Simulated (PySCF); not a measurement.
C6H7ClF (doublet state).
Structure used (GFN2-xTB), in Å, numbered top down from 1:
```
atom  x, y, z in Å
C1    -1.0637    1.2620    1.5836
C2    -0.7404    0.4356    0.5638
C3    -1.8012   -0.3126   -0.1923
C4     0.6126    0.2441    0.1769
F5     1.5444    0.9289    0.8879
C6     1.0975   -0.5690   -0.8501
C7     2.4201   -0.6952   -1.1419
Cl8    2.9721   -1.6966   -2.4042
H9    -2.0860    1.4064    1.8820
H10   -0.3123    1.8025    2.1312
H11   -1.6522   -1.3872   -0.1036
H12   -2.7814   -0.0658    0.2053
H13   -1.7819   -0.0489   -1.2479
H14    0.3746   -1.1187   -1.4311
H15    3.1935   -0.1775   -0.5985
```

The hyperfine couplings belong to this conformer and change with its torsions.

The species is `C=C(C)/C(F)=C/[CH]Cl` [radical].

The calculation used PySCF, UKS B3LYP, pcH-1 on C Cl F H, non-relativistic, mean-field spin-orbit, GIAO. One conformer (not necessarily the lowest) at the GFN2-xTB geometry, without solvent, vibrations or thermal averaging. The geometry wasn't refined by DFT: couplings that depend on bond lengths, twists or pyramidal angles can differ widely from those at the functional's own minimum. The SCF solution wasn't tested for stability. ⟨S²⟩ is 0.789 where a pure state has 0.75.

Task: Predict the first-order ENDOR lines of F5, H15, H9, H10, H14, H11/H12/H13 and Cl8 under fast tumbling at B = 3342.0 mT (W band).

Result: ν± = |νn ± a/2|, one line for each electron-spin manifold; νn = |g_N| × 7.62259 MHz/T × B.

| nuclei | isotope | g_N | νn (MHz) | a_iso (MHz) | lower line (MHz) | upper line (MHz) |
| --- | --- | --- | --- | --- | --- | --- |
| F5 | 19F | 5.2577 | 133.94 | 60.19 | 103.85 | 164.03 |
| H15 | 1H | 5.5857 | 142.29 | -33.94 | 125.32 | 159.27 |
| H9 | 1H | 5.5857 | 142.29 | -26.49 | 129.05 | 155.54 |
| H10 | 1H | 5.5857 | 142.29 | -25.41 | 129.59 | 155.00 |
| H14 | 1H | 5.5857 | 142.29 | 10.25 | 137.17 | 147.42 |
| H11/H12/H13 | 1H | 5.5857 | 142.29 | -9.09 | 137.75 | 146.84 |
| Cl8 | 35Cl | 0.5479 | 13.96 | 3.02 | 12.45 | 15.47 |

Task: Which pairs are centred on the nuclear Larmor frequency, and which on half the coupling?

Result: Centred on νn, since |a| < 2νn: F5, H15, H9, H10, H14, H11/H12/H13 and Cl8. No pair has |a| > 2νn.

Task: At what field would the lower line of H10 fall to zero frequency?

Result: Where νn = |a|/2, that is B = 12.71 MHz/(5.5857 × 7.62259 MHz/T) = 298 mT, as far as first order holds there.

Class means assume fast exchange of nuclei equivalent by connectivity; if that motion is slow, each nucleus keeps its own coupling. The three 1H nuclei of mean -9.1 MHz run from -12.8 to -1.9 MHz in the frozen geometry.

Main isotope only: 35Cl (natural samples also hold 24 % 37Cl, magnetic too, which adds its own pattern).

The largest Mulliken spin populations are on C7 (+0.49), C4 (+0.47), C1 (+0.44) and C6 (-0.22). Three atoms exceed +0.15. The positive populations add up to 1.48 and the negative ones to -0.48, together 2S = 1.
